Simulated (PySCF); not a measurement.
## Radial density of N³⁺ (nitrogen, charge +3)

PBEsol, [He] 2s2, closed-shell 1S. Computed with PySCF 2.14 in aug-cc-pVTZ-DK, with the spin-free X2C one-electron Hamiltonian (Gaussian nucleus).

```
r (bohr)  4πr²ρ (e/bohr)
 0.00424         0.04643
 0.00713          0.1257
  0.0120          0.3272
  0.0202          0.8202
  0.0339           1.905
  0.0571           3.901
  0.0960           6.424
   0.161           7.375
   0.272           4.651
   0.457           1.565
   0.768           1.875
    1.29           1.395
    2.17          0.1590
    3.66       0.0009935
```

Densities and radii are taken from the X2C orbitals without a picture-change correction, which distorts them close to the nucleus.
